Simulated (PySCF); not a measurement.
Relaxation of singlet GeH₄

Level of theory: PySCF, PBE0, basis Ge def2-TZVP, H def2-TZVP (no relativity, density fitting). A (50,194) grid was used.

A start displaced from a saddle point along its imaginary mode, of D2d symmetry, held to at least that symmetry:

```xyz
5
charge 0 multiplicity 1, angstrom
Ge    0.0000    0.0000    0.0000
H     1.6244    0.0000    0.1200
H     0.0000    1.6244   -0.1200
H    -1.6244    0.0000    0.1200
H     0.0000   -1.6244   -0.1200
```

At each step, columns x, y, z (Å) and Fx, Fy, Fz (eV/Å):

```
step 0  E − E(last) = 352.74 kJ/mol
Ge   0.000   0.000   0.000   0.000   0.000   0.000
H    1.624   0.000   0.120  -0.515   0.000   1.501
H    0.000   1.624  -0.120   0.000  -0.515  -1.501
H   -1.624   0.000   0.120   0.515   0.000   1.501
H    0.000  -1.624  -0.120   0.000   0.515  -1.501
step 1  E − E(last) = 225.59 kJ/mol
Ge   0.000   0.000   0.000   0.000   0.000   0.000
H    1.592   0.000   0.329  -1.079   0.000   1.258
H    0.000   1.592  -0.329   0.000  -1.079  -1.258
H   -1.592   0.000   0.329   1.079   0.000   1.258
H    0.000  -1.592  -0.329   0.000   1.079  -1.258
step 2  E − E(last) = 101.05 kJ/mol
Ge   0.000   0.000   0.000   0.000   0.000   0.000
H    1.509   0.000   0.565  -1.244   0.000   0.606
H    0.000   1.509  -0.565   0.000  -1.244  -0.606
H   -1.509   0.000   0.565   1.244   0.000   0.606
H    0.000  -1.509  -0.565   0.000   1.244  -0.606
step 3  E − E(last) = 30.43 kJ/mol
Ge   0.000   0.000   0.000   0.000   0.000   0.000
H    1.399   0.000   0.727  -0.819   0.000   0.238
H    0.000   1.399  -0.727   0.000  -0.819  -0.238
H   -1.399   0.000   0.727   0.819   0.000   0.238
H    0.000  -1.399  -0.727   0.000   0.819  -0.238
step 4  E − E(last) = 2.79 kJ/mol
Ge   0.000   0.000   0.000   0.000   0.000   0.000
H    1.296   0.000   0.835  -0.210   0.000   0.107
H    0.000   1.296  -0.835   0.000  -0.210  -0.107
H   -1.296   0.000   0.835   0.210   0.000   0.107
H    0.000  -1.296  -0.835   0.000   0.210  -0.107
step 5  E − E(last) = 0.01 kJ/mol
Ge   0.000   0.000   0.000   0.000   0.000   0.000
H    1.255   0.000   0.884  -0.021   0.000  -0.005
H    0.000   1.255  -0.884   0.000  -0.021   0.005
H   -1.255   0.000   0.884   0.021   0.000  -0.005
H    0.000  -1.255  -0.884   0.000   0.021   0.005
step 6  E − E(last) = 0.00 kJ/mol
Ge   0.000   0.000   0.000   0.000   0.000   0.000
H    1.253   0.000   0.886   0.002   0.000   0.001
H    0.000   1.253  -0.886   0.000   0.002  -0.001
H   -1.253   0.000   0.886  -0.002   0.000   0.001
H    0.000  -1.253  -0.886   0.000  -0.002  -0.001
```

It ends at Td with Ge–H 1.534 Å (×4); H–Ge–H 109.5° (×6). A frequency run shows a minimum.

The relaxation took 9.6 s on 2 threads of a shared Arm Neoverse N1 host, with 72 basis functions and 7 gradients; the process peaked at 1 GiB.
